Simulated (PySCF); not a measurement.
Compound: [W(NMe)Cl5]2-, CH3Cl5NW (charge -2 and doublet state).
Bonds: W1–N2, W1–Cl7, W1–Cl8, W1–Cl9, W1–Cl10, W1–Cl11, N2–C3. Hydrogens: H4, H5, H6 on C3.

A GFN2-xTB structure was refined with PySCF 2.14.0, PBE0-D3(BJ)/def2-SVP geometry optimisation, gas phase, def2 core potentials past Kr. Its GFN2-xTB values:

```json
{"coordinate": "W1–N2", "GFN2-xTB": "1.764 Å"}
{"coordinate": "W1–Cl7", "GFN2-xTB": "2.416 Å"}
{"coordinate": "W1–Cl8", "GFN2-xTB": "2.491 Å"}
{"coordinate": "W1–Cl9", "GFN2-xTB": "2.490 Å"}
{"coordinate": "N2–C3", "GFN2-xTB": "1.391 Å"}
{"coordinate": "C3–H4", "GFN2-xTB": "1.098 Å"}
{"coordinate": "W1–N2–C3", "GFN2-xTB": "179.5°"}
{"coordinate": "N2–W1–Cl7", "GFN2-xTB": "179.7°"}
{"coordinate": "N2–W1–Cl8", "GFN2-xTB": "94.4°"}
{"coordinate": "N2–W1–Cl9", "GFN2-xTB": "94.4°"}
{"coordinate": "N2–W1–Cl11", "GFN2-xTB": "94.4°"}
{"coordinate": "Cl7–W1–Cl8", "GFN2-xTB": "85.4°"}
{"coordinate": "Cl8–W1–Cl9", "GFN2-xTB": "171.2°"}
{"coordinate": "Cl10–W1–Cl11", "GFN2-xTB": "170.7°"}
```

**Question.** How do these coordinates change at the PBE0-D3(BJ)/def2-SVP level?

**Answer.** 
```csv
coordinate,PBE0-D3(BJ)/def2-SVP (Å or °),change
W1–Cl7,2.504,+0.088
W1–Cl8,2.441,-0.050
W1–N2,1.746,-0.018
C3–H4,1.111,+0.013
W1–Cl9,2.484,-0.006
N2–C3,1.396,+0.005
W1–N2–C3,153.6,-25.9
N2–W1–Cl7,168.4,-11.3
N2–W1–Cl9,85.6,-8.8
N2–W1–Cl11,87.7,-6.7
N2–W1–Cl8,99.3,+4.9
Cl7–W1–Cl8,90.0,+4.6
Cl8–W1–Cl9,175.0,+3.8
Cl10–W1–Cl11,174.4,+3.7
```

The energy falls by 13.9 kJ/mol over 26 energy and gradient evaluations, the largest force component goes from 0.0248 to 2.4e-04 Eh/bohr, and the atoms move by 0.414 Å rms after alignment. The bond that changes most is W1–Cl7 (ends: tungsten bonded to 5 Cl and N; chlorine bonded to W), which lengthens by 0.088 Å. Bonds longer at the end by more than 0.005 Å: 5 of 10; shorter: 5. Rotational constants go from 602.4, 602.3, 583.9 to 641.7, 607.1, 566.4 MHz.

The run used 165 basis functions and 219 SCF cycles in all. On an x86-64 server with one thread, no GPU (shared host), this took 16 min of wall time.

No PBE0-D3(BJ)/def2-SVP frequencies stand behind this structure, so it isn't proved a minimum. ⟨S²⟩ = 0.765 (exact for a doublet: 0.75). Whether so highly charged an anion holds all its electrons in the gas phase wasn't checked; a finite basis holds them in any case. The ion is multiply charged and computed without counter-ions or solvent.

For an open-shell metal species like this, the optimisation's SCF solution wasn't tested for stability and no frequencies at its level were run, so a lower state or another shape may exist.
